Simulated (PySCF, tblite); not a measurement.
Species: C₇H₁₁O₂P.
Structure used (GFN2-xTB), in Å, numbered top down from 1:
```
atom  x, y, z in Å
C1    -3.100   -0.942    0.077
O2    -2.367    0.208    0.414
C3    -0.967    0.076    0.283
C4    -0.502    0.191   -1.147
C5     0.759    0.412   -1.481
P6     2.011    0.741   -0.215
C7     2.590   -0.894    0.391
O8     3.109    1.610   -0.650
C9     0.962    1.425    1.093
C10   -0.318    1.101    1.173
H11   -4.145   -0.699    0.256
H12   -2.971   -1.226   -0.974
H13   -2.812   -1.794    0.707
H14   -0.667   -0.925    0.655
H15   -1.278    0.091   -1.894
H16    1.077    0.528   -2.508
H17    3.141   -1.368   -0.419
H18    1.776   -1.534    0.714
H19    3.273   -0.711    1.218
H20    1.410    2.178    1.725
H21   -0.990    1.548    1.891
```

Method used: PBE0/pcSseg-1 in PySCF (dipole) on a GFN2-xTB geometry, gas phase.

Take the most abundant isotopes and a rigid rotor. The values belong to one conformer with, in the numbering `[CH3:1][O:2][C@H:3]1[CH:4]=[CH:5][P@@:6]([CH3:7])(=[O:8])[CH:9]=[CH:10]1`, C1–O2–C3–C4 79°, O2–C3–C4–C5 164°, C4–C5–P6–C7 85°, C5–P6–C9–C10 26°, O2–C3–C10–C9 -166°.

Problem. Give the principal moments of inertia and the rotational constants in cm⁻¹.

Solution. Ia = 191.00, Ib = 745.03, Ic = 777.05 u·Å²; 505379 MHz·u·Å²/I gives 2646, 678.3 and 650.4 MHz, that is A = 0.08826, B = 0.02263, C = 0.02169 cm⁻¹.

Problem. What kind of rotor is it?

Solution. A near-prolate asymmetric top. Ray's parameter κ = (2B − A − C)/(A − C) = -0.972; −1 is the prolate and +1 the oblate limit.

Problem. Is it planar, by Δ = Ic − Ia − Ib?

Solution. Not planar: Δ = Ic − Ia − Ib = -158.98 u·Å². For a rigid frame Δ = −2 Σ m c², so Σ m c² = 79.49 u·Å² lies off the ab plane: 20.34 from hydrogen and 59.15 from heavier atoms. The atom farthest from that plane is 2.30 Å away.

Problem. Which lines would a microwave search look for?

Solution. The dipole components are |μa| = 4.29 D, |μb| = 0.98 D, |μc| = 2.90 D. The squared components, which scale the intensities, stand as 1.00 : 0.05 : 0.46 (a : b : c). Some lines, for components of 0.1 D or more:

```csv
type,branch,"J(Ka,Kc)",MHz,lower level (cm⁻¹)
b,Q,"2(1,1) ← 2(0,2)",2024,0.133
b,R,"3(0,3) ← 2(1,2)",2045,0.198
a,R,"2(1,2) ← 1(1,1)",2629,0.110
b,R,"1(1,1) ← 0(0,0)",3296,0.000
a,R,"3(2,1) ← 2(2,0)",3987,0.397
a,R,"3(1,2) ← 2(1,1)",4028,0.200
c,R,"2(2,1) ← 1(1,1)",8616,0.110
c,Q,"3(3,1) ← 3(2,1)",9907,0.530
c,R,"3(2,2) ← 2(1,2)",9973,0.198
b,R,"3(3,1) ← 2(2,0)",13894,0.397
c,R,"3(3,0) ← 2(2,0)",13894,0.397
c,R,"3(3,1) ← 2(2,1)",13895,0.397
b,R,"3(3,0) ← 2(2,1)",13895,0.397
```

Problem. Estimate the classical rotational partition function at 25 K, 50 K and 298.15 K.

Solution. Point group C1, symmetry number σ = 1; q = (√π/σ)·√((kT/h)³/(ABC)), k/h = 20836.6 MHz/K: 19500 at 25 K, 55200 at 50 K, 803000 at 298.15 K.

Its GFN2-xTB frequencies are all real (lowest 56 cm⁻¹). Zero-point vibration and centrifugal distortion are left out. A rigid rotor knows nothing of internal rotation, which can split or shift real lines.
